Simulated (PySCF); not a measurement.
Gas-phase reaction: GeF₂ + 2 O = GeO₂ + F₂

Method: PySCF energies plus ideal-gas RRHO corrections (1 bar). † marks an energy on the PBE0/def2-TZVP geometry and frequencies; other levels use their own. Open shells (unrestricted): O (multiplicity 3); the rest are closed-shell singlets. Spin-orbit splitting is ignored; it lowers the true energy and changes the entropy of O. Ge: all electrons, no relativistic terms. GeO₂: computed as isolated molecules; such fragments, hydroxides, amides, oligomers or adducts are transient or little studied in the gas.

PBE0/def2-TZVP gives ΔH°(298 K) = -26 kJ.

Q: What do LDA/def2-TZVP†, PBE0/def2-SVP†, HF/def2-TZVP† give?

A: LDA/def2-TZVP†: -292 kJ; PBE0/def2-SVP†: -13 kJ; HF/def2-TZVP†: 515 kJ. For scale, ΔH°(298 K) is -26 kJ at this level, -20 kJ at ωB97M-V/def2-TZVP†, and runs from -794 to 546 kJ over the 20 levels computed († marks an energy on the PBE0/def2-TZVP geometry).
